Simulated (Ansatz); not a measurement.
The cluster Li2Al3⁻, relaxed as a singlet with RKS PBE-D4/def2-TZVPD in Ansatz, starting from the GFN1-xTB geometry. Force threshold 0.02 eV/Å.

The restricted singlet is unstable towards broken spin symmetry in Hartree–Fock (as tested in another run); at PBE-D4/def2-TZVPD this wasn't settled. The highest occupied level of the charge -1 singlet lies above zero (up to 0.07 eV). The electron is either unbound and held by the finite basis, or the level is raised by self-interaction error. Another isomer (triplet) lies 0.86 eV lower at PBE0-D4/def2-TZVPD; other spin states weren't run for this one.

Start:

```xyz
5

Li    0.030    1.019    0.181
Li    2.336    1.115   -0.308
Al   -1.165   -1.483   -0.006
Al    1.438   -1.008   -0.492
Al   -2.639    0.357    0.626
```

```tsv
step	energy (eV)	largest force component (eV/Å)	SCF passes
1	-20187.7527	1.425	37
2	-20188.2260	0.542	29
3	-20188.3270	0.171	24
4	-20188.3509	0.048	23
5	-20188.3675	0.432	24
6 (rejected)	-20188.3391	0.252	24
7 (rejected)	-20188.3662	0.152	23
8	-20188.3742	0.093	23
9	-20188.3757	0.066	23
10	-20188.3766	0.023	23
11 (rejected)	-20188.3765	0.042	22
12	-20188.3768	0.010	17
```

Force components are those of the run's own axes.

End:

Cartesian coordinates in Å:
```
Li -0.2385 1.2476 0.2757
Li 2.9401 1.0733 -0.4439
Al -1.1345 -1.5634 -0.0301
Al 1.2301 -0.9304 -0.4334
Al -2.7971 0.1729 0.6317
```

Bonds lost: Li1–Li2 (atoms count from 1).

No frequencies were taken in this run, so the end may be a saddle point.

It took 24 s on 4 threads of Arm Neoverse N1 on a shared host.
